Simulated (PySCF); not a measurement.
## Working out the ionisation energy of Ni¹³⁺

Ni¹³⁺ [Ne] 3s2 3p3 (4S) → Ni¹⁴⁺ [Ne] 3s2 3p2 (3P). All numbers are calculated (PySCF 2.14, scalar relativity by spin-free X2C-1e, in an uncontracted even-tempered set (19 s from 0.93 bohr⁻², ratio 2.5; 12 p from 1.2 bohr⁻², ratio 2.5; 5 d from 6.3 bohr⁻², ratio 2.7; 4 f from 9.5 bohr⁻², ratio 2.7)). Frozen: 1s2; the 22 highest virtual orbitals dropped. Energies in hartree (1 hartree = 27.21139 eV):

```
             part  Ni¹³⁺ (lower)  Ni¹⁴⁺ (upper)
              UHF   -1443.770661   -1428.099044
MP2 opposite-spin      -0.338336      -0.331644
    MP2 same-spin      -0.128683      -0.113996
```

What does Hartree-Fock give?

(-1428.099044) − (-1443.770661) = 15.671617 hartree = 426.446 eV.

What do MP2 and SCS-MP2 (6/5 opposite-spin, 1/3 same-spin) give?

The opposite-spin parts differ by 0.182 eV and the same-spin parts by 0.400 eV. MP2: 426.446 + (0.182) + (0.400) = 427.028 eV. SCS-MP2: 426.446 + 1.2 × (0.182) + (0.400)/3 = 426.798 eV.

A first-order spin-orbit estimate adds -2.129 eV to MP2 (outer shells), giving 424.899 eV against 429.3 ± 0.8 eV (semi-empirical (NIST evaluation); NIST Atomic Spectra Database, ionization energies).

What remains against the reference includes basis incompleteness, the frozen core and correlation beyond second order.
